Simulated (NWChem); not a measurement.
System: BeCl2; SMILES [Cl][Be][Cl]

NWChem printed, in part:

```
             Northwest Computational Chemistry Package (NWChem) 7.3.0
             --------------------------------------------------------

 ORDER OF PRIMARY AXIS IS BEING SET TO 4
 D4H symmetry detected

                             Geometry "geometry" -> ""
                             -------------------------

 Output coordinates in angstroms (scale by  1.889725989 to convert to a.u.)

  No.       Tag          Charge          X              Y              Z
 ---- ---------------- ---------- -------------- -------------- --------------
    1 Be                   4.0000     0.00000000     0.00000000     0.00000000
    2 Cl                  17.0000     0.00000000     0.00000000     1.81373500
    3 Cl                  17.0000     0.00000000     0.00000000    -1.81373500

 Effective nuclear repulsion energy (a.u.)      81.8389777693

      Symmetry information
      --------------------

 Group name             D4h
 Group number             28
 Group order              16
 No. of unique centers     2

  pbe96 is a nonlocal functional; adding pw91lda local functional.

                                 NWChem DFT Module
                                 -----------------

 Summary of "ao basis" -> "ao basis" (spherical)
 ------------------------------------------------------------------------------
       Tag                 Description            Shells   Functions and Types
 ---------------- ------------------------------  ------  ---------------------
 Be                        def2-svpd                 6       12   3s3p
 Cl                        def2-svpd                11       27   5s4p2d

      Symmetry analysis of basis
      --------------------------

        a1g        14
        a1u         0
        a2g         0
        a2u        14
        b1g         2
        b1u         2
        b2g         2
        b2u         2
        eg         12
        eu         18

            General Information
            -------------------
          SCF calculation type: DFT
          Wavefunction type:  closed shell.
          No. of atoms     :     3
          No. of electrons :    38
           Alpha electrons :    19
            Beta electrons :    19
          Charge           :     0
          Spin multiplicity:     1
          Use of symmetry is: on ; symmetry adaption is: on
          Maximum number of iterations: 150
          AO basis - number of functions:    66
                     number of shells:    28
          Convergence on energy requested:  1.00D-06
          Convergence on density requested:  1.00D-05
          Convergence on gradient requested:  5.00D-04

              XC Information
              --------------
          PerdewBurkeErnzerhof Exchange Functional  1.000
            Perdew 1991 LDA Correlation Functional  1.000 local
           PerdewBurkeErnz. Correlation Functional  1.000 non-local

             Grid Information
             ----------------
          Grid used for XC integration:  coarse
          Radial quadrature: Mura-Knowles
          Angular quadrature: Lebedev.
          Tag              B.-S. Rad. Rad. Pts. Rad. Cut. Ang. Pts.
          ---              ---------- --------- --------- ---------
          Be                  1.05       35          10.0       302
          Cl                  1.00       70          12.0       302
          Grid pruning is: on
          Number of quadrature shells:   105
          Spatial weights used:  Erf1

      Superposition of Atomic Density Guess
      -------------------------------------

 Sum of atomic energies:        -933.21291522

      Non-variational initial energy
      ------------------------------

 Total energy =    -933.776890
 1-e energy   =   -1450.803847
 2-e energy   =     435.187979
 HOMO         =      -0.466593
 LUMO         =      -0.013682

      Symmetry analysis of molecular orbitals - initial
      -------------------------------------------------

 !! scf_movecs_sym_adapt:    8 vectors were symmetry contaminated

  Symmetry fudging

 !! scf_movecs_sym_adapt:    4 vectors were symmetry contaminated

  Numbering of irreducible representations:

     1 a1g         2 a1u         3 a2g         4 a2u         5 b1g
     6 b1u         7 b2g         8 b2u         9 eg         10 eu

  Orbital symmetries:

     1 a1g         2 a2u         3 a1g         4 a2u         5 a1g
     6 a2u         7 eu          8 eu          9 eg         10 eg
    11 a1g        12 a1g        13 a2u        14 a1g        15 a2u
    16 eu         17 eu         18 eg         19 eg         20 a1g
    21 eu         22 eu         23 a2u        24 eu         25 eu
    26 a1g        27 a2u        28 eg         29 eg

   convergence    iter        energy       DeltaE   RMS-Dens  Diis-err
 ---------------- ----- ----------------- --------- --------- ---------
 d= 0,ls=0.0,diis     1   -934.5341624512 -1.02D+03  2.23D-02  4.14D-01
 d= 0,ls=0.0,diis     2   -934.5112549752  2.29D-02  1.30D-02  4.23D-01
 d= 0,ls=0.0,diis     3   -934.5729121675 -6.17D-02  3.59D-03  6.10D-02
 d= 0,ls=0.0,diis     4   -934.5829954432 -1.01D-02  7.63D-04  4.30D-04
 d= 0,ls=0.0,diis     5   -934.5830622908 -6.68D-05  9.70D-05  3.42D-05
  Resetting Diis
 d= 0,ls=0.0,diis     6   -934.5830669845 -4.69D-06  2.09D-05  1.23D-06
 d= 0,ls=0.0,diis     7   -934.5830672026 -2.18D-07  2.22D-06  3.75D-09

         Total DFT energy =     -934.583067202596
      One electron energy =    -1452.502133085706
           Coulomb energy =      495.029854854393
    Exchange-Corr. energy =      -58.949766740591
 Nuclear repulsion energy =       81.838977769308

 Numeric. integr. density =       38.000009590097

                  Occupations of the irreducible representations
                  ----------------------------------------------

                     irrep           alpha         beta
                     --------     --------     --------
                     a1g               6.0          6.0
                     a1u               0.0          0.0
                     a2g               0.0          0.0
                     a2u               5.0          5.0
                     b1g               0.0          0.0
                     b1u               0.0          0.0
                     b2g               0.0          0.0
                     b2u               0.0          0.0
                     eg                4.0          4.0
                     eu                4.0          4.0

                       DFT Final Molecular Orbital Analysis
                       ------------------------------------

 Vector   17  Occ=2.000000D+00  E=-3.252350D-01  Symmetry=eu
              MO Center= -1.1D-16,  2.5D-16, -1.8D-13, r^2= 4.0D+00
   Bfn.  Coefficient  Atom+Function         Bfn.  Coefficient  Atom+Function
  ----- ------------  ---------------      ----- ------------  ---------------
    24      0.375016  2 Cl px                51      0.375016  3 Cl px
    21      0.305583  2 Cl px                48      0.305583  3 Cl px
     4     -0.189046  1 Be px                18      0.176759  2 Cl px
    45      0.176759  3 Cl px                25      0.108754  2 Cl py
    52      0.108754  3 Cl py                22      0.088618  2 Cl py

 Vector   18  Occ=2.000000D+00  E=-3.052986D-01  Symmetry=eg
              MO Center=  1.8D-17, -1.6D-16,  1.3D-13, r^2= 4.4D+00
   Bfn.  Coefficient  Atom+Function         Bfn.  Coefficient  Atom+Function
  ----- ------------  ---------------      ----- ------------  ---------------
    25      0.380099  2 Cl py                52     -0.380099  3 Cl py
    22      0.294356  2 Cl py                49     -0.294356  3 Cl py
    24      0.223453  2 Cl px                51     -0.223453  3 Cl px
    21      0.173047  2 Cl px                48     -0.173047  3 Cl px
    19      0.170480  2 Cl py                46     -0.170480  3 Cl py

 Vector   19  Occ=2.000000D+00  E=-3.052986D-01  Symmetry=eg
              MO Center= -5.9D-16,  6.9D-16,  6.8D-14, r^2= 4.4D+00
   Bfn.  Coefficient  Atom+Function         Bfn.  Coefficient  Atom+Function
  ----- ------------  ---------------      ----- ------------  ---------------
    24      0.380099  2 Cl px                51     -0.380099  3 Cl px
    21      0.294356  2 Cl px                48     -0.294356  3 Cl px
    25     -0.223453  2 Cl py                52      0.223453  3 Cl py
    22     -0.173047  2 Cl py                49      0.173047  3 Cl py
    18      0.170480  2 Cl px                45     -0.170480  3 Cl px

 Vector   20  Occ=0.000000D+00  E=-4.819058D-02  Symmetry=a1g
              MO Center= -9.6D-14,  3.3D-13,  1.2D-15, r^2= 6.8D+00
   Bfn.  Coefficient  Atom+Function         Bfn.  Coefficient  Atom+Function
  ----- ------------  ---------------      ----- ------------  ---------------
     3      2.597225  1 Be s                 17     -0.783624  2 Cl s
    44     -0.783624  3 Cl s                 29      0.504189  2 Cl pz
    56     -0.504189  3 Cl pz                 2      0.478575  1 Be s
    16     -0.277749  2 Cl s                 43     -0.277749  3 Cl s
    26      0.269907  2 Cl pz                53     -0.269907  3 Cl pz

 Vector   21  Occ=0.000000D+00  E=-4.584859D-02  Symmetry=eu
              MO Center=  4.5D-17, -1.0D-16, -1.1D-14, r^2= 3.6D+00
   Bfn.  Coefficient  Atom+Function         Bfn.  Coefficient  Atom+Function
  ----- ------------  ---------------      ----- ------------  ---------------
     5      0.472009  1 Be py                 4      0.433143  1 Be px
     8     -0.273436  1 Be py                 7     -0.250921  1 Be px
    11     -0.214150  1 Be py                10     -0.196517  1 Be px
    25      0.187473  2 Cl py                52      0.187473  3 Cl py
    24      0.172036  2 Cl px                51      0.172036  3 Cl px

 Vector   22  Occ=0.000000D+00  E=-4.584859D-02  Symmetry=eu
              MO Center=  2.6D-16,  2.1D-16, -1.2D-14, r^2= 3.6D+00
   Bfn.  Coefficient  Atom+Function         Bfn.  Coefficient  Atom+Function
  ----- ------------  ---------------      ----- ------------  ---------------
     4      0.472009  1 Be px                 5     -0.433143  1 Be py
     7     -0.273436  1 Be px                 8      0.250921  1 Be py
    10     -0.214150  1 Be px                11      0.196517  1 Be py
    24      0.187473  2 Cl px                51      0.187473  3 Cl px
    25     -0.172036  2 Cl py                52     -0.172036  3 Cl py

     Multipole analysis of the density
     ---------------------------------

     L   x y z        total         alpha         beta         nuclear
     -   - - -        -----         -----         ----         -------
     0   0 0 0     -0.000000    -19.000000    -19.000000     38.000000

     1   1 0 0     -0.000000     -0.000000     -0.000000      0.000000
     1   0 1 0      0.000000      0.000000      0.000000      0.000000
     1   0 0 1     -0.000000     -0.000000     -0.000000      0.000000

     2   2 0 0    -22.627402    -11.313701    -11.313701      0.000000
     2   1 1 0     -0.000000     -0.000000     -0.000000      0.000000
     2   1 0 1      0.000000      0.000000      0.000000      0.000000
     2   0 2 0    -22.627402    -11.313701    -11.313701      0.000000
     2   0 1 1      0.000000      0.000000      0.000000      0.000000
     2   0 0 2    -25.659782   -212.537338   -212.537338    399.414895

            General Information
            -------------------
          SCF calculation type: DFT
          Wavefunction type:  closed shell.
          No. of atoms     :     3
          No. of electrons :    38
           Alpha electrons :    19
            Beta electrons :    19
          Charge           :     0
          Spin multiplicity:     1
          Use of symmetry is: on ; symmetry adaption is: on
          Maximum number of iterations: 150
          AO basis - number of functions:    66
                     number of shells:    28
          Convergence on energy requested:  1.00D-06
          Convergence on density requested:  1.00D-05
          Convergence on gradient requested:  5.00D-04

              XC Information
              --------------
          PerdewBurkeErnzerhof Exchange Functional  1.000
            Perdew 1991 LDA Correlation Functional  1.000 local
           PerdewBurkeErnz. Correlation Functional  1.000 non-local

             Grid Information
             ----------------
          Grid used for XC integration:  coarse
          Radial quadrature: Mura-Knowles
          Angular quadrature: Lebedev.
          Tag              B.-S. Rad. Rad. Pts. Rad. Cut. Ang. Pts.
          ---              ---------- --------- --------- ---------
          Be                  1.05       35          10.0       302
          Cl                  1.00       70          12.0       302
          Grid pruning is: on
          Number of quadrature shells:   105
          Spatial weights used:  Erf1

          Convergence Information
          -----------------------
          Convergence aids based upon iterative change in
          total energy or number of iterations.
          Levelshifting, if invoked, occurs when the
          HOMO/LUMO gap drops below (HL_TOL):  1.00D-02
          DIIS, if invoked, will attempt to extrapolate
          using up to (NFOCK): 10 stored Fock matrices.

                    Damping( 0%)  Levelshifting(0.5)       DIIS
                  --------------- ------------------- ---------------
          dE  on:    start            ASAP                start
          dE off:    2 iters        150 iters           150 iters

                            NWChem DFT Gradient Module
                            --------------------------

  charge          =   0.00
  wavefunction    = closed shell

  Using symmetry

                         DFT ENERGY GRADIENTS

    atom               coordinates                        gradient
                 x          y          z           x          y          z
   1 Be      0.000000   0.000000   0.000000    0.000000   0.000000  -0.000000
   2 Cl      0.000000   0.000000   3.427462    0.000000   0.000000  -0.002880
   3 Cl      0.000000   0.000000  -3.427462    0.000000  -0.000000   0.002880
```

Level: PBE/def2-SVPD. The geometry was optimised at PBE-D3(BJ)/def2-SVP.

Q: Write an input that gives this output.

A: Several could match; the one computed here: the input that was run:
```
start job
memory heap 200 mb stack 900 mb global 1100 mb
geometry units angstroms noautoz
  Be     0.000000     0.000000     0.000000
  Cl     0.000000     0.000000     1.813735
  Cl     0.000000     0.000000    -1.813735
end
basis spherical
  Be library def2-svpd
  Cl library def2-svpd
end
dft
  xc xpbe96 cpbe96
  iterations 150
  grid coarse
end
task dft gradient
```
